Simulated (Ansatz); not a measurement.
Ideal-gas functions of CHClSe, SMILES `ClC=[Se]` at 500 K and 1 bar, from an Ansatz frequency run at PBE0-D4/def2-TZVP.

Molar mass 127.43 g/mol, point group Cs (symmetry number 1), electronic degeneracy 1, moments of inertia 9.574, 236.268, 245.842 u Å². Harmonic wavenumbers (cm⁻¹, unscaled): 276, 711, 790, 971, 1261, 3172.

Use S(trans) = R[1.5 ln M + 2.5 ln T − 1.1517]; rotational temperatures θ = 24.2544 K / I; S(rot) = R[ln(√π/σ · √(T³/θAθBθC)) + 1.5]; for each mode x = 1.438777 ν̃/T, S = R[x/(eˣ − 1) − ln(1 − e⁻ˣ)] and H = RT x/(eˣ − 1); 1 cm⁻¹ = 0.0119627 kJ/mol; R = 8.31446 J/(mol·K).

By hand: the entropy, in J/(mol·K).

Translation 180.1. Rotation: θ = 2.5334, 0.1027, 0.0987 K, giving 110.0. Vibration, mode by mode: 10.45, 3.68, 3.07, 2.04, 1.05, 0.01, in all 20.3. Electronic 0.0. Sum 310.4 J/(mol·K).

By hand: H − E and G − E in kJ/mol, counted from the electronic energy.

Zero-point energy ½ × 7181 × 0.0119627 = 43.0; thermal vibration 6.2; translation, rotation and pV give 4 RT = 16.6. H − E = 65.8 kJ/mol, and G − E = 65.8 − 500 × 310.4/1000 = -89.4 kJ/mol.

Vibration gives 7 % of the entropy.
